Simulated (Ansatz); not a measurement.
Molecule: WCl$_{4}$, net charge 0, triplet state. The spin state was set by rule; other spins were not relaxed. 
Geometry from a B3LYP-D3(BJ)/def2-TZVP (Ansatz, a program for electronic structure) optimisation:
```
W
Cl 1 2.2645
Cl 1 2.2645 2 109.47
Cl 1 2.2645 2 109.47 3 120.00
Cl 1 2.2645 2 109.47 3 -120.00
```
Charge 0, spin multiplicity 3.

Total electronic energies in hartree. Valence correlation only, unless marked. UHF or UKS for open shells. Spin-orbit coupling is left out. The frozen core is the preceding noble-gas configuration, with the filled d and f shells of earlier blocks. In def2 rows, elements after Kr have scalar-relativistic effective core potentials. CBS(X,Y): correlation extrapolated as X^-3; Hartree-Fock from the larger set. The bracket is a focal-point correction in the basis named.

| level | program | energy (Eh) |
|---|---|---|
| revPBE/def2-TZVPD | Ansatz | -1907.88375 |
| PBE0/def2-QZVPP | Ansatz | -1907.59088 |
| r2SCANh-D4/def2-TZVPD | Ansatz + dftd4 | -1908.04479 |
| r2SCANh/def2-TZVPD | Ansatz | -1908.04247 |
| r2SCAN0-D4/def2-TZVPD | Ansatz + dftd4 | -1907.99968 |
| HSE06-D3(BJ)/def2-TZVPD | Ansatz + dftd3 | -1907.51125 |
| HSE06/def2-TZVPD | Ansatz | -1907.50314 |
| LC-wPBE-D4/def2-TZVPD | Ansatz + dftd4 | -1907.65965 |
| wB97X-V/def2-TZVPD | Ansatz | -1907.82996 |
| B2GP-PLYP-D3(BJ)/def2-TZVPD | Ansatz + dftd3 | -1907.20661 |
| B2PLYP/def2-TZVPD | Ansatz | -1907.42862 |
| MP2/def2-SVP | Ansatz | -1904.68008 |
| RI-MP2/def2-QZVPP | Ansatz | -1905.73778 |
| RI-MP2/CBS(def2-TZVPP,def2-QZVPP) | Ansatz | -1905.8018 |
| RI-MP2/CBS(def2-TZVPP,def2-QZVPP)+[CCSD(T)-MP2]/def2-TZVPP | Ansatz | -1905.9039 |

Totals of different functionals don't rank their quality; only differences between species are comparable.
